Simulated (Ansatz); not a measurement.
H4OSiSnZn at its PBE0-D4/def2-TZVP geometry, where that method's forces vanish. Total charge 0; spin multiplicity 1. Sn takes the def2 core potential.

```xyz
8

O    -1.6212    1.1627    0.7294
Zn   -1.5116    0.8800   -1.0895
Si    0.4409   -0.4467   -1.3267
Sn    0.0156    0.1276    1.1958
H     1.6565    0.1387   -1.9528
H     0.3160   -1.8756   -1.7207
H    -0.4296   -1.1680    2.2185
H     1.1335    1.1813    1.9460
```

What forces (eV/Å) does B3LYP-D4/def2-TZVPP give on these atoms in Ansatz? (Best estimate.)

The calculation gave: 
```
O1  -0.211  0.155  0.127
Zn2 -0.145  0.063 -0.292
Si3  0.164 -0.128 -0.161
Sn4  0.241 -0.136  0.212
H5  -0.074 -0.038  0.024
H6   0.008  0.085  0.010
H7  -0.023 -0.048  0.045
H8   0.040  0.046  0.034
```

B3LYP here is the variant with VWN-RPA as its local correlation; programs differ in this.
